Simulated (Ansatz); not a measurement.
Ag₂Cl⁺ was relaxed with PBE0-D4 (def2-TZVP) in Ansatz in these states: charge +1 quintet, charge +1 singlet, charge +1 triplet. The geometries follow in no particular order.

In the def2 sets Ag takes a core potential; there is no spin–orbit coupling.

A:

```xyz
3

Ag   -0.3403   -0.5201    2.0301
Ag    0.1880    1.2145   -1.7313
Cl    0.1523   -0.6943   -0.2988
```

B:

```xyz
3

Ag   -1.094    0.160    2.286
Ag    1.096   -0.169   -2.284
Cl   -0.002    0.009   -0.001
```

C:

```xyz
3

Ag    1.397   -1.553    0.393
Ag   -0.544    1.953   -0.638
Cl   -0.853   -0.400    0.245
```

Q: Judge from the bond lengths which geometry belongs to which state (an estimate).

A: A is the charge +1 singlet (Ag2–Cl3 2.387 Å, Ag1–Cl3 2.387 Å); B is the charge +1 triplet (Ag2–Cl3 2.539 Å, Ag1–Cl3 2.539 Å); C is the charge +1 quintet (Ag2–Cl3 2.532 Å, Ag1–Cl3 2.532 Å).

At PBE0-D4/def2-TZVP a singlet lies 3.83 eV below the charge +1 triplet. At PBE0-D4/def2-TZVP a singlet lies 7.90 eV below the charge +1 quintet. These are the stationary points nearest to one start from a short search; other shapes may lie lower in each state.
